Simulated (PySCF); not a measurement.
**Levels of Nb³⁰⁺ from EOM-EA-GCCSD**

Reference: closed-shell Nb³¹⁺, [Ne]; one electron is added. Calculated with PySCF 2.14, two-component X2C-1e with screened spin-orbit coupling, an even-tempered Gaussian basis (18 s from 2.8 bohr⁻², ratio 2.6; 13 p from 3.6 bohr⁻², ratio 2.6; 6 d from 3.7 bohr⁻², ratio 2.8; 3 f from 92 bohr⁻², ratio 2.8); frozen 1s2; the 56 highest virtual spinors dropped; of the others 44 kept and the rest restored at second order. No Breit or QED terms. Binding energies in eV.

```tsv
level	Koopmans	second order	EOM-CCSD
3s1/2	1684.6	1685.3	1685.3
3p1/2	1616.8	1617.6	1617.6
3p3/2	1592.4	1593.2	1593.2
3d3/2	1502.6	1503.2	1503.2
3d5/2	1497.6	1498.2	1498.2
```

Electric-dipole lines between these computed levels:

| lower | upper | ΔE (eV) | vacuum wavelength (nm) |
| --- | --- | --- | --- |
| 3s1/2 | 3p1/2 | 67.711 | 18.31 |
| 3s1/2 | 3p3/2 | 92.103 | 13.46 |
| 3p1/2 | 3d3/2 | 114.45 | 10.83 |
| 3p3/2 | 3d3/2 | 90.059 | 13.77 |
| 3p3/2 | 3d5/2 | 94.989 | 13.05 |

For comparison, the ionisation energy of Nb³⁰⁺ is 1684.97 ± 0.05 eV (semi-empirical (NIST evaluation); NIST Atomic Spectra Database, ionization energies).

Only part of the computed levels is shown.
